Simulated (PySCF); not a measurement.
A calculated (B3LYP, PySCF 2.14, aug-cc-pVDZ-X2C, the spin-free X2C one-electron Hamiltonian (Gaussian nucleus)) atom or ion has these occupied shells.

| shell | electrons | orbital energy (eV) | rms radius, mean of both spins (bohr) |
| --- | --- | --- | --- |
| 1s α | 1 | -37266.4 | 0.0292 |
| 1s β | 1 | -37266.4 | 0.0292 |
| 2s α | 1 | -5911.3 | 0.119 |
| 2s β | 1 | -5911.3 | 0.119 |
| 2p α | 3 | -5305.4 | 0.106 |
| 2p β | 3 | -5305.3 | 0.106 |
| 3s α | 1 | -1256.3 | 0.311 |
| 3s β | 1 | -1256.3 | 0.311 |
| 3p α | 3 | -1060.5 | 0.311 |
| 3p β | 3 | -1060.4 | 0.311 |
| 3d α | 5 | -773.23 | 0.289 |
| 3d β | 5 | -773.21 | 0.289 |
| 4s α | 1 | -249.52 | 0.716 |
| 4s β | 1 | -249.47 | 0.716 |
| 4p α | 3 | -185.61 | 0.762 |
| 4p β | 3 | -185.56 | 0.762 |
| 4d α | 5 | -91.630 | 0.862 |
| 4d β | 5 | -91.582 | 0.862 |
| 5s α | 1 | -34.573 | 1.75 |
| 5s β | 1 | -34.323 | 1.75 |
| 5p α | 3 | -18.941 | 2.06 |
| 5p β | 3 | -18.607 | 2.06 |
| 6s α | 1 | -3.337 | 5.26 |
| 5d α | 1 | -2.211 | 4.25 |

(1) Name the element and its charge.

Answers

(1) Ba (barium, neutral), in [Xe] 5d1 6s1, high-spin 3D determinant (an excited configuration).
